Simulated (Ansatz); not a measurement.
Energy difference R1 → 2 P1, each structure at its B3LYP-D3(BJ)/def2-TZVP stationary point, reached from a drawn start (curvature not checked).
P1: As2 (SMILES [As]#[As]), charge 0, multiplicity 1.
R1: As4 (SMILES [As]12[As]3[As]1[As]23), charge 0, multiplicity 1.

P less R. No zero-point or thermal terms; no spin–orbit coupling.

Frozen-core correlation throughout. In cc and def2 sets filled d and f shells under p-block atoms count as core.

Codes used: Ansatz (a program for electronic structure). No computed number here is a measurement.

**Question.** One of these levels gives 2.904 eV for the reaction energy. Which?
A. BLYP/def2-TZVPP
B. revPBE/def2-TZVPP
C. B2PLYP/def2-TZVPP
D. r2SCAN/def2-TZVPP

**Answer.** D, r2SCAN/def2-TZVPP. The others give 1.964 (BLYP/def2-TZVPP), 2.595 (revPBE/def2-TZVPP), 2.295 (B2PLYP/def2-TZVPP)
